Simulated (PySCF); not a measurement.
Input file for PySCF: R-M06-2X/def2-TZVPPD on N2 (SMILES N#N).

```python
from pyscf import gto, dft

mol = gto.M(
    atom='''
    N     0.35979203   -0.03901225    3.09924261
    N    -0.62280054    0.08337772    3.55682295
    ''',
    basis='def2-tzvppd',
    charge=0, spin=0, verbose=4, max_memory=1800)
mf = dft.RKS(mol, xc='m062x').density_fit(auxbasis='def2-universal-jkfit')
mf.grids.level = 4
mf.conv_tol = 1e-9
mf.max_cycle = 150
mf.kernel()
mf.dip_moment()
```

**Question.** Predict the final total energy.

**Answer.** -109.5363 hartree.
